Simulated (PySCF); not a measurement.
## Static response to an electric field

Compound: triethylborane, C6H15B.
Cartesian coordinates in Å at the PBE0-D3(BJ)/def2-SVP level; atoms count from 1:
```xyz
22
C6H15B angstrom
C     -0.9566    2.1980   -0.1431
C     -0.1958    1.3876    0.9179
B     -0.0202   -0.0883    0.3822
C      1.1560   -0.4824   -0.5912
C      2.2709    0.5227   -0.8457
C     -1.0986   -1.1619    0.7983
C     -1.1578   -2.4887    0.0538
H     -1.9505    1.7674   -0.3463
H     -0.4150    2.2282   -1.1023
H     -1.1133    3.2409    0.1743
H     -0.7662    1.4107    1.8621
H      0.7757    1.8733    1.1102
H      0.6626   -0.7665   -1.5439
H      1.5714   -1.4471   -0.2411
H      3.0175    0.1471   -1.5629
H      1.8809    1.4704   -1.2493
H      2.8092    0.7704    0.0831
H     -2.0924   -0.6757    0.8198
H     -0.8860   -1.3363    1.8751
H     -0.1946   -3.0215    0.0922
H     -1.9203   -3.1675    0.4669
H     -1.3976   -2.3420   -1.0117
```

Level: B3LYP/def2-SVPD (PySCF), static field, nuclei fixed, core orbitals frozen in the response. The polarisability tensor in these axes (au):

```
x   89.93  2.56 -6.07
y    2.56 96.69  0.61
z   -6.07  0.61 80.67
```

Q: What are the eigenvalues, a third of the trace, and Δα (Δα² = ½Σ(αi − αj)² over the three pairs)?

A: Principal values 77.51, 92.08 and 97.70 au; mean 89.10 au = 13.20 Å³ = 14.69 × 10⁻⁴⁰ C²·m²/J; Δα = 18.04 au (20 % of the mean).

Q: What is the dipole moment?

A: 0.08 D at this geometry.

Q: Find the Langevin capture rate constant for H3O+ (19.018 u) meeting this molecule (98.127 u), k = 2.342 × 10⁻⁹ cm³/s × √(α in Å³ / reduced mass in u).

A: The reduced mass is 15.93 u, so k = 2.13 × 10⁻⁹ cm³/s.

Q: What would n − 1 = 2πNα be for an ideal gas of these molecules at 400 K and 1 atm, electronic part alone?

A: N = p/kT = 1.8347 × 10¹⁹ cm⁻³, so n − 1 = 2π × N × 13.20 × 10⁻²⁴ cm³ = 1522 × 10⁻⁶ at long wavelengths, for an ideal gas.

Q: Rayleigh depolarisation ratio (linearly polarised light, static tensor)?

A: ρ = 3Δα²/(45ᾱ² + 4Δα²) = 976.7/(357219 + 1302.3) = 0.00272.

Q: Along which axes do the principal values lie, and how far do the nuclei extend along each?

A: Largest value along (0.38, 0.92, -0.10), where the nuclei span 6.22 Å; middle along (0.81, -0.39, -0.45), 5.30 Å; least along (0.45, -0.09, 0.89), 2.75 Å. The response follows the extents in order.

One conformer (not necessarily the lowest) at the PBE0-D3(BJ)/def2-SVP geometry, without solvent, vibrations or thermal averaging.
